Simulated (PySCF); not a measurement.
**Nuclear quadrupole coupling in `[SiH3][SiH2]C1=CCCNC1`**

Compound: C5H13NSi2.
Z-matrix (Å and degrees, GFN2-xTB geometry), rows numbered from 1:
```
Si
Si  1  2.3114
C   2  1.8839  1  110.85
C   3  1.3297  2  122.86  1   107.98
C   4  1.5005  3  124.20  2  -177.44
C   5  1.5329  4  110.48  3    13.24
N   6  1.4510  5  112.29  4   -43.72
C   7  1.4523  6  110.79  5    61.91
H   1  1.4663  2  112.57  3   -62.37
H   1  1.4648  2  112.20  3   177.57
H   1  1.4665  2  112.62  3    57.66
H   2  1.4705  1  113.19  3   120.13
H   2  1.4736  1  112.64  3  -119.53
H   4  1.0827  3  120.18  2     3.53
H   5  1.0928  4  109.74  3   135.21
H   5  1.0965  4  108.93  3  -107.77
H   6  1.0940  5  109.62  4    75.35
H   6  1.0932  5  110.69  4  -165.15
H   7  1.0169  6  108.80  5   -58.14
H   8  1.0935  3  110.08  2   -43.29
H   8  1.0988  3  108.81  2    73.94
```

Field gradients from the PBE0/pcSseg-1 density (PySCF, non-relativistic), principal values in atomic units, ordered |Vxx| ≤ |Vyy| ≤ |Vzz|:

```json
{"atom": "N7", "Vxx": "0.5590", "Vyy": "0.6469", "Vzz": "-1.2060"}
```

Q: Find the asymmetry η = (Vxx − Vyy)/Vzz and the couplings χ = eQV/h (234.96 MHz × Q in barn × V in au), with Q(14N) = 0.02044 b.

A: 
```json
{"atom": "N7", "environment": "secondary amine nitrogen", "nucleus": "14N", "η": "0.07", "χzz (MHz)": "-5.79", "χxx (MHz)": "2.68", "χyy (MHz)": "3.11"}
```

Q: What is Vzz at N7 in SI units (1 au = 9.71736 × 10²¹ V/m²)?

A: -1.2060 au = -11.719 × 10²¹ V/m².

Q: What couplings would deuterons (Q(2H) = 0.00286 b) have in place of the hydrogens, at this geometry?

A: 
```csv
atom,bonded to,bond length (Å),Vzz (au),η,χzz (kHz)
H9,Si1,1.466,0.1632,0.00,110
H10,Si1,1.465,0.1643,0.00,110
H11,Si1,1.467,0.1630,0.00,110
H12,Si2,1.471,0.1598,0.02,107
H13,Si2,1.474,0.1575,0.02,106
H14,C4,1.083,0.3223,0.06,217
H15,C5,1.093,0.3035,0.02,204
H16,C5,1.097,0.2977,0.02,200
H17,C6,1.094,0.2960,0.05,199
H18,C6,1.093,0.2992,0.03,201
H19,N7,1.017,0.3884,0.18,261
H20,C8,1.093,0.2974,0.06,200
H21,C8,1.099,0.2892,0.05,194
```

One conformer (not necessarily the lowest) at the GFN2-xTB geometry, without solvent, vibrations or thermal averaging. GFN2-xTB bond lengths can be off by several hundredths of an ångström, more for odd bonds, and the gradients follow them. The basis is small and wasn't made for field gradients, so the couplings can be 20 % off.
